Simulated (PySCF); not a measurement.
Two structures of GeH5Cl, closed shell, reached by relaxing down either side of one saddle point (PBE0-D4/def2-TZVP). Energies are electronic, without zero-point energy. PySCF 2.14 with density fitting (its default auxiliary sets; JK sets also for MP2 and CCSD(T)); basis: def2-TZVPP and def2-QZVPP; cores frozen in the correlated methods. Filled d shells of the heavier atoms are correlated. The def2 sets are not built for correlating such inner shells, so the correlated values are less sure here. Extrapolation: Hartree–Fock as exp(−7.88 √X), correlation as X^−2.97. First:

Ge1  (-0.727, 0.706, 0.181)
H2  (-0.053, -0.452, 0.947)
H3  (-1.471, 0.129, -1.028)
H4  (-1.709, 1.403, 1.130)
H5  (0.354, 1.688, -0.281)
H6  (1.394, -1.492, -0.049)
Cl7  (2.214, -1.985, -0.903)
(Å)

Second:

Ge1  (-0.136, 0.757, -0.890)
H2  (-0.132, -1.678, 2.496)
H3  (-1.118, 0.474, -2.030)
H4  (-0.822, 0.711, 0.478)
H5  (0.620, 2.073, -1.105)
H6  (0.257, -1.668, 1.858)
Cl7  (1.331, -0.823, -0.916)
(Å)

(1) Which bonds change from the first to the second?

(2) Give the saddle point's structure and its height above each. (To be estimated.)

T1 diagnostic: at most 0.013.

## Answers

(1) GeH₄ + HCl → GeH₃Cl ([Cl][GeH3]) + H₂; bonds formed: Ge1–Cl7, H2–H6; bonds broken: Ge1–H2, H6–Cl7.

(2) Computed: 1.876 eV above the first and 2.363 eV above the second (CCSD(T) at an estimated basis limit (MP2 extrapolated from triple and quadruple zeta, plus CCSD(T) − MP2 in triple zeta)).
```csv
atom,x (Å),y (Å),z (Å)
Ge1,-0.3598,0.4791,-0.1267
H2,0.0618,-0.7563,1.1582
H3,-1.1976,-0.0737,-1.2713
H4,-1.3199,0.9121,1.0156
H5,0.6572,1.5926,-0.3378
H6,0.6342,-1.0310,0.5415
Cl7,1.5240,-1.1228,-0.9795
```

Labels in which every atom is bracketed show which atoms are joined, not bond orders.

For scale, one of the runs: CCSD(T)/def2-TZVPP, 160 basis functions, launched by `OMP_NUM_THREADS=4 python run.py`. Hardware: 4 CPU threads of an Intel Xeon, shared host. Wall time 83 s; peak host memory 1.4 GiB.
